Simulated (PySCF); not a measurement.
This PySCF input asks for the NMR shieldings of `BO/C=C\CC`, C₄H₉BO; the geometry comes from GFN2-xTB.

```python
import basis_set_exchange as bse
import numpy as np
from pyscf import gto, dft
from pyscf.prop import nmr

atoms = """
B     2.922446   -0.377511    0.674183
O     1.639931   -0.400592    0.333824
C     1.078786    0.374751   -0.633610
C    -0.215512    0.325268   -0.922498
C    -1.210534   -0.548322   -0.227811
C    -2.283203    0.288000    0.470163
H     3.699708    0.339017    0.146265
H     3.230640   -1.114675    1.530983
H     1.759762    1.035456   -1.162314
H    -0.595646    0.971234   -1.699876
H    -1.689821   -1.198847   -0.965205
H    -0.694779   -1.173487    0.501437
H    -1.831097    0.925735    1.226434
H    -3.012448   -0.357973    0.953492
H    -2.802645    0.919934   -0.247379
"""
names = dict.fromkeys(["B", "O", "C", "H"], "pcSseg-1")
basis = {el: gto.basis.parse(bse.get_basis(n, elements=[el], fmt="nwchem")) for el, n in names.items()}
mol = gto.M(atom=atoms, basis=basis, charge=0, verbose=0)
mf = dft.RKS(mol, xc="PBE0")
mf.grids.level = 2
mf.grids.alignment = dft.numint.BLKSIZE   # the property module wants whole blocks of grid points
mf.conv_tol = 1e-9
mf.kernel()

calc = nmr.RKS(mf)   # GIAO
C = mf.mo_coeff
Co = C[:, mf.mo_occ > 0]
resp = mf.gen_response(singlet=True, hermi=2)
def vind(x):   # induced exchange potential for any number of trial vectors
    d = np.einsum("pi,xij,qj->xpq", C, 2 * x.reshape(-1, C.shape[1], Co.shape[1]), Co, optimize=True)
    return np.einsum("xpq,pi,qj->xij", resp(d - d.transpose(0, 2, 1)), C, Co, optimize=True).ravel()
mo1, _ = nmr.rhf.solve_mo1(calc, with_cphf=vind)
sigma = calc.kernel(mo1)
for i, s in enumerate(sigma):   # ppm
    print("%2d %-2s %9.2f" % (i, mol.atom_pure_symbol(i), np.trace(s) / 3))
```

**Question.** What are the results?

**Answer.** 
```
 0 B      55.15
 1 O      68.41
 2 C      35.37
 3 C      59.17
 4 C     163.90
 5 C     169.90
 6 H      26.33
 7 H      26.67
 8 H      24.85
 9 H      26.49
10 H      29.83
11 H      28.53
12 H      30.77
13 H      30.41
14 H      30.68
```

These numbers come from an equivalent density-fitted implementation of the same equations, which agrees with the script to about 0.01 ppm for H and up to a few tenths of a ppm for heavy atoms, so last digits may differ.

Size and cost of the density-fitted run: 147 basis functions, 27 s wall time on 1 thread of an Arm Neoverse N1, shared host; peak memory 0.7 GiB.
